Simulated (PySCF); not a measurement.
Radial density of Gd⁺ (gadolinium, charge +1)

r2SCAN, [Xe] 4f8 6s1, high-spin 8F determinant (an excited configuration). Calculation: PySCF 2.14, in cc-pVDZ-X2C; scalar relativity by spin-free X2C-1e.

```csv
r (bohr),4πr²ρ (e/bohr),4πr²(ρα − ρβ)
0.0180,84.15,0.0048
0.0303,74.88,0.0083
0.0510,102.2,0.0210
0.0858,103.8,0.0198
0.144,88.76,0.2399
0.243,82.35,1.6257
0.408,43.11,5.5202
0.687,37.66,6.5824
1.15,12.65,3.1297
1.94,4.269,0.4376
3.27,0.5826,0.3538
5.50,0.1304,0.1264
9.24,0.0003463,0.0003
```

Densities and radii are taken from the X2C orbitals without a picture-change correction, which distorts them close to the nucleus.

Spin-orbit coupling, absent here, splits the open shell strongly.
